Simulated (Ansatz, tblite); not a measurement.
Forces on [closo-1-(Br)B7H6]2- (B₇H₆Br²⁻) at its r2SCAN-D4/def2-SVPD geometry. The state is a singlet with charge -2.

The xTB rows come from tblite. A multiply charged anion in the gas phase is held together partly by the finite basis. At PBE-D4/def2-TZVPD the highest occupied level of the charge -2 singlet lies above zero (up to 2.97 eV). The electron is either unbound and held by the finite basis, or the level is raised by self-interaction error.

GFN1-xTB (tblite), largest force 3.15 eV/Å:

```xyz
14
positions Å, forces eV/Å
B    -0.646   -1.039    0.727   -0.386   -0.457    0.386
B    -0.952   -0.615   -0.861   -0.537   -0.248   -0.397
B     0.757   -0.627   -0.313    2.312   -1.917   -0.957
B     0.885    1.108    0.126    0.369    0.602    0.090
B    -0.005    0.712   -1.233   -0.070    0.407   -0.580
B    -0.882    0.731    0.365   -1.499    1.243    0.620
B     0.489    0.025    1.337    0.174    0.068    0.686
Br    2.311   -1.916   -0.957   -0.407    0.337    0.169
H    -1.150   -1.972    1.329    0.053    0.131   -0.073
H    -1.718   -1.184   -1.620    0.087    0.084    0.103
H     1.694    2.016    0.213   -0.117   -0.108   -0.006
H     0.040    1.281   -2.310   -0.018   -0.064    0.145
H    -1.780    1.476    0.737    0.111   -0.092   -0.046
H     0.958    0.006    2.462   -0.073    0.013   -0.141
```

GFN2-xTB (tblite), largest force 0.96 eV/Å:

```
B 0.402 0.727 -0.475
B 0.608 0.442 0.593
B -0.348 0.289 0.144
B -0.629 -0.719 -0.071
B -0.030 -0.452 0.844
B 0.266 -0.221 -0.110
B -0.362 0.010 -0.887
Br 0.240 -0.199 -0.099
H -0.089 -0.180 0.111
H -0.139 -0.112 -0.145
H 0.158 0.166 0.014
H 0.014 0.102 -0.205
H -0.184 0.153 0.076
H 0.094 -0.008 0.209
```

PBE-D4/def2-TZVPD (Ansatz), largest force 0.11 eV/Å:

```
B 0.001 0.021 -0.007
B 0.005 0.015 0.015
B 0.055 -0.046 -0.023
B -0.021 -0.009 0.002
B -0.008 -0.003 0.021
B -0.039 0.032 0.016
B -0.015 0.007 -0.016
Br -0.068 0.057 0.028
H 0.040 0.065 -0.045
H 0.059 0.039 0.054
H -0.056 -0.069 -0.008
H 0.000 -0.044 0.077
H 0.077 -0.064 -0.032
H -0.031 -0.001 -0.083
```
